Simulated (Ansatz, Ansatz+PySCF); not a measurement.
```xyz
2

Li    0.0000    0.0000   -1.1576
S     0.0000    0.0000    1.1576
```

Basis set: def2-SVP (spherical functions). Correlated methods keep 5 orbitals frozen. Correlation on ROHF uses semicanonical orbitals with singles. Charge 0, multiplicity 2.

Computed with Ansatz (development build ahead of 0.2.0); each method stands on the lowest determinant of its kind that the runs found.

The atomization energy at this shape (free ground-state atoms in the same class of orbitals less the molecule, no zero-point energy) of doublet LiS:

```csv
method,atomization energy
UHF-CCSD(T),2.48 eV
ROHF-MP2,2.48 eV
```

Task: What does ROHF give?

Result: 1.90 eV.
